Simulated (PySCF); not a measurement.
Species: C₈H₆F₂.
SMILES with atom numbers: `[CH2:1]=[CH:2][c:3]1[cH:4][cH:5][cH:6][c:7]([F:8])[c:9]1[F:10]` (hydrogens: H11, H12 on C1; H13 on C2; H14 on C4; H15 on C5; H16 on C6)

Structure used (PBE0-D3(BJ)/def2-SVP), in Å, numbered top down from 1:
```xyz
16
C8H6F2 angstrom
C      2.9818    0.2331    0.1593
C      1.8963   -0.5455    0.2353
C      0.5002   -0.0995    0.1842
C      0.1091    1.2459    0.0679
C     -1.2296    1.6087    0.0210
C     -2.2294    0.6362    0.0882
C     -1.8626   -0.6944    0.2034
F     -2.7819   -1.6492    0.2683
C     -0.5168   -1.0582    0.2525
F     -0.2183   -2.3494    0.3651
H      2.9237    1.3192    0.0471
H      3.9824   -0.2019    0.2067
H      2.0320   -1.6249    0.3438
H      0.8776    2.0187    0.0148
H     -1.5069    2.6608   -0.0690
H     -3.2906    0.8888    0.0531
```

Mulliken charges (e) from the PBE0/pcSseg-1 density (PySCF), one withheld:

```tsv
atom	bonded to	charge
C1	C2 H11 H12	-0.1246
C2	C1 C3 H13	-0.1060
C3	C2 C4 C9	-0.3727
C4	C3 C5 H14	-0.0175
C5	C4 C6 H15	-0.0564
C6	C5 C7 H16	?
C7	C6 F8 C9	+0.2868
F8	C7	-0.2627
C9	C7 F10 C3	+0.3717
F10	C9	-0.2613
H11	C1	+0.1281
H12	C1	+0.1320
H13	C2	+0.1049
H14	C4	+0.0969
H15	C5	+0.1029
H16	C6	+0.1203
```

Problem. What is the charge on C6?

Solution. The charges add up to the total charge, 0. The others sum to +0.1424, which leaves -0.1424 e for C6 (aromatic CH carbon).

Problem. Add each hydrogen's charge to the atom that carries it.

Solution. C1 +0.1355, C2 -0.0011, C4 +0.0794, C5 +0.0465, C6 -0.0221. Atoms without hydrogen keep their charges.

Problem. Across which bond do the charges differ most?

Solution. C9–C3: +0.3717 on C9 against -0.3727 on C3, a difference of 0.7444 e.

Problem. Take the bonds between elements whose Pauling electronegativities differ by more than 0.25. In how many does the more electronegative atom carry the lower charge?

Solution. In 8 of 8.

Problem. How much positive and how much negative charge does this set hold in all?

Solution. +1.3436 e on 8 atoms and -1.3436 e on 8.

The Mulliken scheme gives each basis function's population to the atom it is centred on and halves the overlap population of two atoms between them. Geometry: PBE0-D3(BJ)/def2-SVP, one conformer, isolated molecule.

The run behind these numbers computed NMR shieldings as well. Hardware: one thread, Arm Neoverse V1 (shared host). Cost: 29 s.
